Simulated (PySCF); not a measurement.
An unknown shows these calculated signals:

1H NMR (300 MHz, computed): δ 4.55 (m, 2H), 4.12 (s, 6H), 4.00 (q, 2H), 3.91 (t, 1H), 1.47 (t, 3H).

13C{1H} NMR (computed): δ 179.3 (C), 84.3 (CH), 66.3 (CH2), 16.8 (CH3), 13.0 (C).

Theoretical values (PySCF): structure optimised with GFN2-xTB, shielding tensors at PBE0/pcSseg-1 (GIAO). Isolated molecule, fast rotation and ring inversion assumed for equivalent nuclei, a single conformation, non-relativistic Hamiltonian.

Scale: 1H and 13C against TMS (reference shieldings calculated alike).

Problem. Which of these does the molecule contain: a non-aromatic C=C double bond, an OH group, a nitrile, a Si–H bond, a CH3CH2 unit, a benzene ring?

Solution. 
- A non-aromatic C=C double bond: yes.
- An OH group: no.
- A nitrile: no.
- A Si–H bond: yes (δH 4.55 (m)).
- A CH3CH2 unit: yes (δC 16.8, 66.3; δH 1.47 (t), 4.00 (q)).
- A benzene ring: no.

The data belong to SMILES CCOC1=C[SiH2]C1([SiH3])[SiH3], C$_{5}$H$_{14}$OSi$_{3}$; they needn't prove each group on their own.

Carbon signals by region: 1 in the far downfield region (above 160 ppm), 2 at 50–100 ppm, 2 below 50 ppm. Above 160 ppm: 179.3, alkene carbon bearing oxygen.

Shifts are as computed. Against solution values, carbons near 30 ppm lie about +3 ppm off and those near 130 ppm about +5 ppm. Of 1211 compounds with measured shifts, 218 miss one by over three times the rms of a fit or turn the order of signals round; such compounds aren't used in these exercises. Multiplicities follow the n + 1 count of equivalent neighbours, as no J values were calculated; m marks all less simple cases, F and P coupling included.
